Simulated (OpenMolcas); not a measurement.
neutral selenium: effect of correlating more closed shells

```json
{
 "Program": "OpenMolcas",
 "Basis": "ANO-RCC [9s8p6d4f2g]",
 "Scalar Hamiltonian": "DKH2, point nucleus",
 "Active space": "6 electrons in 8 orbitals (4s 4p 5s 5p)",
 "State averaging": "2S+1 = 3 even, 3 roots; 2S+1 = 1 even, 6 roots",
 "Spin-orbit coupling": "state interaction with AMFI integrals over the reference wave functions, term energies averaged over their components"
}
```

Methods on the same reference wave functions:
A. CASSCF
B. SS-CASPT2, IPEA 0.25 Eh, imaginary shift 0.1 Eh (closed shells correlated: 3d)
C. SS-CASPT2, IPEA 0.25 Eh, imaginary shift 0.1 Eh (closed shells correlated: 3s 3p 3d)

Energies in eV above 4s² 4p⁴ ³P₂, the measured ground level; measured values from NIST Handbook of Basic Atomic Spectroscopic Data.

```json
{"Level": "4s² 4p⁴ ³P₂", "A": "0.0000", "B": "0.0000", "C": "0.0000", "Measured": "0.0000"}
{"Level": "4s² 4p⁴ ³P₁", "A": "0.2183", "B": "0.2211", "C": "0.2213", "Measured": "0.2467"}
{"Level": "4s² 4p⁴ ³P₀", "A": "0.2816", "B": "0.288", "C": "0.288", "Measured": "0.3142"}
{"Level": "4s² 4p⁴ ¹D₂", "A": "1.4279", "B": "1.218", "C": "1.207", "Measured": "1.1873"}
{"Level": "4s² 4p⁴ ¹S₀", "A": "2.5879", "B": "2.815", "C": "2.801", "Measured": "2.7830"}
```

Deviations, from unrounded energies. A percentage is the sum of absolute deviations over the sum of measured energies, with the sign that they share, or ± where signs differ.

| Against measurement | Levels | A | B | C |
| --- | --- | --- | --- | --- |
| mean absolute deviation (cm-1) | 4 | 1000 | 230 | 180 |
| fine structure of the ground term (%) | 2 | -10.9 | -9.3 | -9.3 |
| other terms of the ground configuration (%) | 2 | ±11.0 | +1.6 | +0.9 |

C lies closest to measurement on these levels and A furthest from it. The largest miss of C in the table is 4s² 4p⁴ ³P₀, by -210 cm-1. The ranking rests on the paired levels alone, and a cruder setting can come out closer through cancelling errors.

Between B and C the level of the table that moves most is 4s² 4p⁴ ¹S₀, by 110 cm-1 (lowest in C, highest in B). Moves below CASPT2's spread within the term are not significant.

The mean deviations of B to C differ by less than CASPT2's widest spread within a term (70 cm-1), so their order carries little weight.

From A to B the spin-free energies of the other terms of 4s² 4p⁴ shown, above ³P, scale by factors of 0.83 to 1.09.

The lowest spin-free term lies below A's lowest term by 0.336 hartree in B, 0.546 hartree in C.

What an inner shell adds also hangs on whether the basis holds functions to correlate it.

Term energies are means over components that CASPT2 splits; among the terms shown or strongly mixed into the levels shown the widest spread is 70 cm-1 (4s² 4p⁴ ¹D, C). Active for correlation alone: 5p 5s; no level in the range computed is led by a configuration that fills them, so any true level of that kind is missing. Without dynamic correlation excited terms often stand tens of per cent too high (terms of higher spin than the ground term too low), and those without a measured partner can miss by more than the paired ones (holds for A). Measured partners are found by configuration, term and J. A level has none where our copy of the source lacks it or the pairing is in doubt (some pairs that miss far off the trend of their configuration count as doubtful), and it then counts in no deviation. Levels of configurations outside the active space are missing.
